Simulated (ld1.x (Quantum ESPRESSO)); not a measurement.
C: PAW pseudisation with BLYP, scalar-relativistic reference atom.

* Element: carbon (C)
* Generator: ld1.x (Quantum ESPRESSO) 7.5
* Type: PAW
* Functional: BLYP
* Relativity: scalar-relativistic
* Frozen core: [He]
* Valence charge: 4
* Reference configuration: 2s2 2p2
* Partial waves: 2s (bound): rcut 1.05, rcutus 1.15 bohr; 2s channel at -0.5 Ry: rcut 1.05, rcutus 1.15 bohr; 2p (bound): rcut 1.75, rcutus 2.20 bohr; 2p channel at 2.5 Ry: rcut 1.75, rcutus 2.20 bohr; 3d channel at 0.5 Ry: rcut 1.40, rcutus 1.60 bohr; 3d channel at 2.2 Ry: rcut 1.40, rcutus 1.60 bohr
* Local potential: all-electron potential smoothed inside 2.00 bohr (lloc = -1)
* Core correction: a·sin(br)/r model core, default radius (core density twice the valence density)
* Augmentation charge: BG, radius 0.95 bohr

All-electron outer shells of the reference configuration (BLYP, scalar-relativistic, ld1.x):

```
shell  level (eV)  outermost node (bohr)  outermost maximum (bohr)
   1s     -273.94                      –                      0.17
   2s      -13.61                   0.38                      1.20
   2p       -5.24                      –                      1.19
```

Calculated quality:

```
Cutoffs needed                            : 18 Ry and 30 Ry (the cutoffs (Ry, on a coarse ladder) from which the occupation-weighted sum of valence levels, in a spherical-Bessel basis at the reference potential, stays within 10 and 1 mRy of its value at 400 Ry)
Ghost test                                : no extra level below or beside the all-electron valence levels (s, p, d, f tested) (spherical-Bessel basis up to 400 Ry, 20 bohr box)
Configuration tests                       : test run stopped at test 2 of 7 (negative rho)
Lowest eigenvalue of the overlap operator : 0.63 (s channel)
```

Generation and tests took about 0.89 s on one core of a shared server CPU.
